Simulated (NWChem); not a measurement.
Two isomers of Si₂NH₆OF, each optimised at PBE0/def2-SVP with NWChem. Flexible species stand in one conformer each, which need not be the lowest. 

A: N[Si@@H](O)[SiH2]F
B: N[SiH2]O[SiH2]F

Task: Which is lower in energy, by how much, and how do their other properties compare?

Result: B is lower by 30.4 kcal/mol in electronic energy; with zero-point energies, B − A = -30.9 kcal/mol.
```tsv
	A	B
highest occupied level (eV)	-7.50	-7.79
orbital gap (eV)	7.23	9.03
dipole (D)	2.04	2.53
highest harmonic frequency (cm⁻¹)	3879	3718
zero-point energy (kcal/mol)	43.9	43.4
```
